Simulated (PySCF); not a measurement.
**How methods differ on the ionisation energy of Nd³⁹⁺**

Nd³⁹⁺ [Ar] 3d3 (4F) → Nd⁴⁰⁺ [Ar] 3d2 (3F), as a difference of total energies. Calculation: PySCF 2.14, in an even-tempered Gaussian basis (18 s from 6.9 bohr⁻², ratio 2.5; 12 p from 9 bohr⁻², ratio 2.5; 7 d from 9 bohr⁻², ratio 2.5; 4 f from 34 bohr⁻², ratio 2.7; 3 g from 50 bohr⁻², ratio 2.7); the spin-free X2C one-electron Hamiltonian (Gaussian nucleus). Correlated levels: outer shells: [Ne] frozen; virtual orbitals above 40 to 60 times the deepest correlated orbital energy dropped. The calculations carry no spin-orbit coupling.

```csv
method,ionisation energy (eV)
UHF,2854.6
LDA,2854.1
PBE,2854.1
PBE0,2854.7
r2SCAN,2855.9
TPSSh,2853.0
BHandHLYP,2855.2
MP2 (outer shells),2854.7
SCS-MP2 (outer shells),2854.4
```

Spin-orbit coupling is strong in these open shells (close to jj coupling). The scalar numbers leave it out and a first-order estimate fails, so it can dominate the gap to the real levels.

Breit and QED terms and the two-electron picture change are absent.

For comparison: 2861 ± 4 eV (theoretical estimate listed by NIST; NIST Atomic Spectra Database, ionization energies).
